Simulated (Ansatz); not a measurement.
Job for Ansatz (a quantum-chemistry and plane-wave program): U-CCSD(T)/cc-pV(D+d)Z on CH6OSi (SMILES C[SiH2]O), a point of a bond scan (R = 0.960 Å). Files ending in .json are basis or fitting sets from the Basis Set Exchange.

Ansatz 0.2 input:
```yaml
crystal:
  periodic: [false, false, false]
  atoms:
    - {symbol: Si, position_ang: [-0.16441747, 0.44529995, 0.17757373]}
    - {symbol: C, position_ang: [1.56077310, -0.24196944, -0.02590174]}
    - {symbol: O, position_ang: [-1.32796352, -0.58219355, -0.40066999]}
    - {symbol: H, position_ang: [-0.32661293, 1.68592358, -0.60987127]}
    - {symbol: H, position_ang: [-0.39969842, 0.73849201, 1.61622218]}
    - {symbol: H, position_ang: [1.69510384, -1.16116885, 0.54920899]}
    - {symbol: H, position_ang: [2.30153791, 0.48063994, 0.32667067]}
    - {symbol: H, position_ang: [1.77411328, -0.46249033, -1.07363830]}
    - {symbol: H, position_ang: [-1.48352969, -1.40623061, 0.06614598]}
basis:
  gaussian:
    orbitals: cc-pV_D+d_Z.json
correlation: {method: ccsd_t, electrons: outside_noble_gas}
scf: {omitted_lower_state_checks: [cluster_reference]}
magnetization: {spin_polarized: true, initial_magnetization: 0}
```

Question: What total energy does the run end on?

Answer: -405.7060 hartree (reference determinant -405.2155, T1 diagnostic 0.010).

Question: How many basis functions does it have, and what does it roughly cost on one machine?

Answer: 81 functions; about 11 core-seconds (a rough figure).
